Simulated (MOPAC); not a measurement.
Input file for MOPAC: AM1 on NaP-, 2S+1 = 4, a spin state set in the input, which need not be the lowest, a point of a bond scan (R = 2.821 Å). Charge -1.

```
AM1 1SCF PRECISE CHARGE=-1 UHF MS=1.5 THREADS=1
NaP

Na     0.00000000 1     0.00000000 1     0.00000000 1
P      0.00000000 1     0.00000000 1     2.82102100 1
```

Program output:

```
*******************************************************************************
 **                                                                           **
 **                              MOPAC v23.2.5                                **
 **                                                                           **
 *******************************************************************************
 ** MOPAC's Digital Object Identifier: https://doi.org/10.5281/zenodo.6511958 **
 **                                                                           **
 ** Please cite the open-source release paper for use of this MOPAC version:  **
 ** J. E. Moussa and J. J. P. Stewart (2026)                                  **
 ** MOPAC: An open-source semiempirical molecular orbital program             **
 ** J. Open Source Softw., 11(119), 8025, https://doi.org/10.21105/joss.08025 **
 *******************************************************************************

                              AM1 CALCULATION RESULTS

 *******************************************************************************
 *  AM1        - The AM1 Hamiltonian to be used
 *  UHF        - UNRESTRICTED HARTREE-FOCK CALCULATION
 *
 *
 *
 *                 CHARGE ON SYSTEM = -1
 *
 *
 *
 *  MS=        - IN MECI, MAGNETIC COMPONENT OF SPIN =  1.5
 *  PRECISE    - TIGHTER CRITERIA TO BE USED
 *  1SCF       - DO 1 SCF AND THEN STOP
 *  THREADS=1  - MULTI-THREADING NOT USED
 *  T=         - A TIME OF 172800.0 SECONDS REQUESTED
 *  DUMP=N     - RESTART FILE WRITTEN EVERY 7200.0 SECONDS REQUESTED
 *******************************************************************************
AM1 1SCF PRECISE CHARGE=-1 UHF MS=1.5 THREADS=1
 NaP

   ATOM   CHEMICAL          X               Y               Z
  NUMBER   SYMBOL      (ANGSTROMS)     (ANGSTROMS)     (ANGSTROMS)

     1      Na          0.00000000  *   0.00000000  *   0.00000000  *
     2       P          0.00000000  *   0.00000000  *   2.82102100  *



          CARTESIAN COORDINATES

    NO.       ATOM           X           Y           Z

     1        Na          0.0000      0.0000      0.0000
     2         P          0.0000      0.0000      2.8210

 Na: (AM1): J. J. P. STEWART, J. MOL. MOD., 10, 155-164 (2004)
  P: (AM1): M.J.S.DEWAR, JIE, C, THEOCHEM, 187, 1 (1989)

           Empirical Formula: Na P  =     2 atoms



      MOLECULAR POINT GROUP   :   C*v


          UHF CALCULATION, NO. OF ALPHA ELECTRONS =    5
                           NO. OF BETA  ELECTRONS =    2

 -------------------------------------------------------------------------------
 AM1 1SCF PRECISE CHARGE=-1 UHF MS=1.5 THREADS=1
 NaP



     1SCF WAS SPECIFIED, SO BFGS WAS NOT USED
     SCF FIELD WAS ACHIEVED


                              AM1 CALCULATION
                                                       MOPAC v23.2.5 Linux




          FINAL HEAT OF FORMATION =         22.25621 KCAL/MOL =      93.11998 KJ/MOL


          COSMO AREA              =        114.87 SQUARE ANGSTROMS
          COSMO VOLUME            =        106.61 CUBIC ANGSTROMS

          IONIZATION POTENTIAL    =          1.389697 EV
          ALPHA SOMO LUMO (EV)    =         -1.390  3.772
          BETA  SOMO LUMO (EV)    =         -3.569  3.801
          NO. OF ALPHA ELECTRONS  =          5
          NO. OF BETA  ELECTRONS  =          2
          MOLECULAR WEIGHT        =         53.9635         POINT GROUP:  C*v

          MOLECULAR DIMENSIONS (Angstroms)

            Atom       Atom       Distance
            P     2   Na     1     2.82102
            P     2   Na     1     0.00000
           Na     1    P     2     0.00000


          SCF CALCULATIONS        =          1





   ATOM   CHEMICAL          X               Y               Z
  NUMBER   SYMBOL      (ANGSTROMS)     (ANGSTROMS)     (ANGSTROMS)

     1      Na          0.00000000  *   0.00000000  *   0.00000000  *
     2       P          0.00000000  *   0.00000000  *   2.82102100  *

                             CARTESIAN COORDINATES

   1   Na        0.000000000     0.000000000     0.000000000
   2    P        0.000000000     0.000000000     2.821021000


           Empirical Formula: Na P  =     2 atoms



      MOLECULAR POINT GROUP   :   C*v


          ALPHA EIGENVALUES
 -13.02604  -4.28615  -4.28615  -4.19364  -1.38970   3.77189   3.77189   6.01168


           BETA EIGENVALUES
 -11.47761  -3.56859   3.80053   3.80053   5.88369   6.63149   6.63149   8.90429


              NET ATOMIC CHARGES AND DIPOLE CONTRIBUTIONS

  ATOM NO.   TYPE          CHARGE      No. of ELECS.   s-Pop       p-Pop
    1         Na          -0.277525        1.2775     0.89460     0.38292
    2          P          -0.722475        5.7225     1.96495     3.75753
 DIPOLE           X         Y         Z       TOTAL
 POINT-CHG.     0.000     0.000    -2.012     2.012
 HYBRID        -0.000    -0.000     2.175     2.175
 SUM           -0.000    -0.000     0.163     0.163


          ATOMIC ORBITAL ELECTRON POPULATIONS

     Atom    s        px        py        pz
    1 Na   0.89460   0.01157   0.01157   0.35978
    2  P   1.96495   0.98843   0.98843   1.78067


                    (SZ)    =    1.500000
                    (S**2)  =    3.753814


          ATOMIC ORBITAL SPIN POPULATIONS

    Atom   Total    s     px     py     pz
         Atomic
    1 Na  1.0504  0.783  0.012  0.012  0.244
    2  P  1.9496  0.002  0.988  0.988 -0.029

 **********************
 *                    *
 * JOB ENDED NORMALLY *
 *                    *
 **********************




 == MOPAC DONE ==
```

The run finished.

Cost: very roughly 0.020 core-seconds.
